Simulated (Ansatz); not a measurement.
`[OH][W]([Cl])([Cl])([Cl])([Cl])[Cl]` + HCl → `[Cl][W]([Cl])([Cl])([Cl])([Cl])[Cl]` + H₂O at 298.15 K and 1 bar (ligand exchange at a W–O bond).

Computed with Ansatz on PBE0-D4/def2-TZVP structures; ΔE is electronic, products minus reactants. CCSD(T)/CBS is the MP2 limit (def2-TZVPP, def2-QZVPP) plus CCSD(T) − MP2 in def2-TZVPP, frozen cores. This one scheme is used for every species. def2 core potentials past Kr. For W outer-core shells are correlated without core-valence functions, which leaves a few kJ/mol of doubt a bond. One conformer a species, not always the lowest.

```
                              species  CCSD(T)/CBS energy (Eh)  H − E (kJ/mol)  S (J/(mol·K))
`[OH][W]([Cl])([Cl])([Cl])([Cl])[Cl]`              -2441.83114            83.7          446.1
                                  HCl               -460.38127            26.6          186.8
`[Cl][W]([Cl])([Cl])([Cl])([Cl])[Cl]`              -2825.83144            51.9          420.2
                                  H₂O                -76.37941            66.4          188.7
```

H − E and S are ideal-gas, rigid-rotor, harmonic terms from PBE0-D4/def2-TZVP, for one conformer and one mirror image of each species. 1 Eh = 2625.50 kJ/mol, R = 8.31446 J/(mol·K).

**Question.** By hand: ΔE, ΔH, ΔS and ΔG.

**Answer.** ΔE = (-2825.83144) + (-76.37941) − (-2441.83114) − (-460.38127) = 0.00156 Eh = 4.1 kJ/mol. Δ(H − E) = 51.9 + 66.4 − 83.7 − 26.6 = 8.0, so ΔH = 12.1 kJ/mol. ΔS = 420.2 + 188.7 − 446.1 − 186.8 = -24.0 J/(mol·K). ΔG = 12.1 − 298.15 × (-24.0)/1000 = 19.3 kJ/mol.

**Question.** By hand: the equilibrium constant, and the temperature at which ΔG would vanish if ΔH and ΔS stayed fixed.

**Answer.** log₁₀ K = −ΔG/(RT ln 10) = -3.4. ΔH and −TΔS have one sign here, so there is no such temperature.

TΔS isn't small against ΔH here. A doubt of 5 kJ/mol in ΔE shifts log₁₀ K by 0.9 here. Other conformers and mirror images would add mixing entropy, several J/(mol·K) or more a flexible species. These are equilibria of isolated gas molecules and say nothing of rates. Largest T1 diagnostic: 0.024 (customary marks: 0.02 for closed shells, 0.045 for open ones).
